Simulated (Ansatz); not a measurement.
Molecule: C4H4N, net charge -1, singlet state. It need not be the lowest isomer of its formula. Whether it binds its extra electron was not tested at this geometry. 
Coordinates optimised at B3LYP-D3(BJ)/def2-TZVP (Ansatz, an electronic-structure program):
```
C
H 1 1.0928
H 1 1.0994 2 107.21
C 1 1.4616 2 108.43 3 114.69
N 4 1.1553 3 150.29 1 175.42
C 1 1.5503 2 108.52 3 -120.58
C 6 1.3398 1 126.97 2 5.41
H 6 1.0969 7 122.23 1 -178.01
H 7 1.1171 6 109.19 8 179.50
```
Charge -1, spin multiplicity 1.

Basis-set convergence of Hartree-Fock and CCSD correlation energies (hartree) with Ansatz. Valence correlation only, unless marked. No spin-orbit coupling. Non-relativistic.

```
basis        functions       E(HF)  E(corr, CCSD)
-----------  ---------  ----------  -------------
aug-cc-pVDZ        151  -208.18195       -0.75056
aug-cc-pVTZ        322           ?              ?
```

**Question.** Some entries are withheld; supply them.

**Answer.** 
- aug-cc-pVTZ, E(HF): -208.22740
- aug-cc-pVTZ, E(corr, CCSD): -0.87304
